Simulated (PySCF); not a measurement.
## `O=C(Cl)c1cccs1`: 4 charge schemes on one density

Species: C₅H₃ClOS.
Numbering: `[O:1]=[C:2]([Cl:3])[c:4]1[cH:5][cH:6][cH:7][s:8]1` (hydrogens: H9 on C5; H10 on C6; H11 on C7)

Geometry (PBE0-D3(BJ)/def2-TZVP, Å), atoms numbered from 1 in this order:
```
atom  x, y, z in Å
O1     2.357    0.511    1.870
C2     1.893   -0.119    0.976
Cl3    2.835   -1.434    0.220
C4     0.579    0.059    0.391
C5    -0.034   -0.611   -0.642
C6    -1.326   -0.126   -0.903
C7    -1.672    0.902   -0.065
S8    -0.441    1.284    1.036
H9     0.445   -1.418   -1.178
H10   -1.978   -0.513   -1.674
H11   -2.600    1.453   -0.047
```

Density: PBE0/pcSseg-2 (PySCF); schemes: Mulliken, IAO, Hirshfeld and ESP-fitted. Isolated species at its PBE0-D3(BJ)/def2-TZVP geometry (one conformer only).

Task: Do the Mulliken, IAO, Hirshfeld and ESP-fitted schemes agree on where the charge is lowest?

Result: All schemes agree: Mulliken O1 (-0.326); IAO O1 (-0.374); Hirshfeld O1 (-0.220); ESP-fitted O1 (-0.355).

Task: At which atom do the 4 schemes differ most?

Result: At S8: from +0.097 (ESP-fitted) to +0.429 e (IAO), 0.332 e apart.

Task: Give the atomic charges in each scheme.

Result: In e:

```tsv
atom	environment	Mulliken	IAO	Hirshfeld	ESP-fitted
O1	carbonyl oxygen	-0.326	-0.374	-0.220	-0.355
C2	acyl halide carbon	+0.369	+0.362	+0.150	+0.378
Cl3	chlorine bonded to C	-0.152	-0.099	-0.043	-0.142
C4	substituted aromatic carbon	-0.080	-0.233	-0.061	+0.036
C5	aromatic CH carbon	-0.028	-0.140	-0.052	-0.199
C6	aromatic CH carbon	-0.066	-0.183	-0.066	-0.139
C7	aromatic CH next to a ring sulfur	-0.056	-0.306	-0.063	-0.239
S8	thiophene-type sulfur	+0.170	+0.429	+0.163	+0.097
H9	aromatic hydrogen	+0.046	+0.184	+0.057	+0.172
H10	aromatic hydrogen	+0.045	+0.173	+0.066	+0.169
H11	aromatic hydrogen	+0.078	+0.187	+0.069	+0.222
```

Mean size of the charges over all atoms: IAO 0.243 e, ESP-fitted 0.195 e, Mulliken 0.129 e, Hirshfeld 0.092 e. Each set sums to the total charge, 0, to within 0.001 e. The Hirshfeld scheme weights the molecular density at each point by an atom's share of the summed free-atom densities. The IAO scheme counts the electrons in orthogonalised intrinsic atomic orbitals, a minimal basis polarised so that it spans the occupied orbitals exactly.

Task: How closely do the schemes follow one another over all atoms?

Result: Correlation coefficient and root-mean-square difference: IAO with Hirshfeld 0.96, 0.164 e; Mulliken with Hirshfeld 0.93, 0.081 e; Hirshfeld with ESP-fitted 0.88, 0.135 e; IAO with ESP-fitted 0.86, 0.134 e; Mulliken with IAO 0.86, 0.145 e; Mulliken with ESP-fitted 0.86, 0.113 e.

Task: Sum the charges by element, for elements with more than one atom.

Result: 
```tsv
element	atoms	Mulliken	IAO	Hirshfeld	ESP-fitted
C	5	+0.139	-0.500	-0.092	-0.163
H	3	+0.169	+0.543	+0.192	+0.563
```
